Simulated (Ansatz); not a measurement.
An input meant for the cluster V₂O⁺ (charge 1, doublet).

```yaml
crystal:
  periodic: [false, false, false]
  atoms:
    - {symbol: V, position_ang: [2.013708, 0.028210, -1.821379]}
    - {symbol: V, position_ang: [0.385164, 0.015265, -0.290509]}
    - {symbol: O, position_ang: [2.057328, 0.342825, -0.019613]}
basis:
  gaussian: {orbitals: def2-mTZVPP, final_grid: {core_spheres: 1, valence_spheres: 1, degree: 3}}
total_charge: 1
magnetization: {spin_polarized: true, initial_magnetization: 1}
hamiltonian: {xc: {name: r2SCAN}}
scf: {omitted_lower_state_checks: [starts]}
output: {forces: true}
```

```sh
$ ansatz run in.yaml --threads 4 --pin off --events-out ev --progress --plain --max-ram 3916MiB
```

Output, abridged:

```
Functional definition: r2SCAN
867 factors; their error is unknown
mean field evaluation 1: about -53374.8942 eV, gradient 1.1e2 eV
mean field evaluation 2: about -52755.4814 eV, gradient 3.4e2 eV
mean field evaluation 4: about -53218.8851 eV, gradient 2.1e2 eV
mean field evaluation 8: about -53411.6954 eV, gradient 3.8e0 eV
mean field evaluation 16: about -53562.7072 eV, gradient 1.1e1 eV
mean field evaluation 32: about -53815.1585 eV, gradient 7.2e-1 eV
a density is far from that of the atoms, so the factors are made again for it
981 factors; integrals over basis functions are off by at most 3.6e-4 eV
mean field evaluation 64: about -53809.0737 eV, gradient 1.5e1 eV
mean field -53815.16241436 eV, -1977.6707415004 hartree, gradient 3.1e-5 eV, S^2 2.326748; 0 other end points of the search recorded, 0 dependent functions left out
reference -53815.16243823 eV, -1977.6707423779 hartree; 27, 26 occupied and 63, 64 virtual orbitals, 981 factors
Total energy: -53815.16243823 eV, -1977.6707423779 hartree
Atom 0 at     2.013708     0.028210    -1.821379 Å, force     1.665618     1.055538     4.545987 eV/Å
Atom 1 at     0.385164     0.015265    -0.290509 Å, force     1.554007     0.590263     1.927881 eV/Å
Atom 2 at     2.057328     0.342825    -0.019613 Å, force    -3.219625    -1.645801    -6.473868 eV/Å
Dipole moment:    -0.862169    -0.320326    -1.027647 e Å
Checks for a lower state left out: starts
```

In this input the integration grid is far too coarse. The run converged. The result belongs to that input, not to the species as meant.

The charge 1 doublet is spin-contaminated (final ⟨S²⟩ up to 2.33, 0.75 for a pure state).
